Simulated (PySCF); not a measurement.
Ti(OH)3 (H₃O₃Ti), SMILES [OH][Ti]([OH])[OH] (connectivity only; charge and spin as stated), neutral, multiplicity 2.

Coordinates come from a B3LYP-D3(BJ)/def2-SVP optimisation. The spin state was assumed, not searched. The isomer is the one that the SMILES or the coordinates give; other isomers of the formula were not compared. One conformer was computed; it need not be the lowest.

All values below come from B3LYP-D3(BJ)/def2-SVP (PySCF).

Frequencies are harmonic and unscaled.

Modes within 1.5 cm⁻¹ of each other (mostly degenerate sets) share a row, with their intensities summed.

Question: List the normal modes with their intensities. (Estimate from the structure and the level; the computed values follow.)

Answer: 
```json
[
 {"mode": "1", "ν (cm⁻¹)": "105", "IR (km/mol)": "19.0", "moving atoms (share of kinetic energy)": "Ti 42 %, H 32 %, O 26 %"},
 {"mode": "2–3", "ν (cm⁻¹)": "174", "IR (km/mol)": "68.6", "moving atoms (share of kinetic energy)": "O 51 %, H 37 %, Ti 12 %"},
 {"mode": "4", "ν (cm⁻¹)": "247", "IR (km/mol)": "0.0", "moving atoms (share of kinetic energy)": "H 87 %, O 13 %"},
 {"mode": "5–6", "ν (cm⁻¹)": "318", "IR (km/mol)": "429.1", "moving atoms (share of kinetic energy)": "H 60 %, O 38 %"},
 {"mode": "7–8", "ν (cm⁻¹)": "346", "IR (km/mol)": "0.0", "moving atoms (share of kinetic energy)": "H 88 %, O 12 %"},
 {"mode": "9", "ν (cm⁻¹)": "403", "IR (km/mol)": "362.5", "moving atoms (share of kinetic energy)": "H 65 %, O 25 %, Ti 9 %"},
 {"mode": "10", "ν (cm⁻¹)": "699", "IR (km/mol)": "0.0", "moving atoms (share of kinetic energy)": "O 93 %"},
 {"mode": "11–12", "ν (cm⁻¹)": "809", "IR (km/mol)": "469.5", "moving atoms (share of kinetic energy)": "O 57 %, Ti 37 %"},
 {"mode": "13–14", "ν (cm⁻¹)": "3925", "IR (km/mol)": "549.0", "moving atoms (share of kinetic energy)": "H 94 %"},
 {"mode": "15", "ν (cm⁻¹)": "3930", "IR (km/mol)": "0.0", "moving atoms (share of kinetic energy)": "H 94 %"}
]
```
